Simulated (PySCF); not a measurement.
Computed shifts of a molecule CH₆GeO₃, PySCF with PBE/pcSseg-1, GIAO, gas phase, equivalent atoms averaged, in ppm (number of nuclei): ¹³C: 1.7 (1). ¹H: 1.45 (3), 0.93 (3). References: ¹³C against TMS (σ = 182.0 ppm); ⁷³Ge against GeH4 (σ = 1614.4 ppm); ¹⁷O against H2O (σ = 334.3 ppm); ¹H against TMS (σ = 31.49 ppm), references at their B3LYP-D3(BJ)/def2-TZVP geometries, non-relativistic. The structure is a stationary point at B3LYP-D3(BJ)/def2-SVP. One conformer was computed; it need not be the lowest.

**Question.** Which structure fits?
A) [CH3][Ge]([OH])([OH])[OH]
B) O[CH2][GeH]([OH])[OH]
C) C[O][GeH]([OH])[OH]

**Answer.** A, [CH3][Ge]([OH])([OH])[OH]
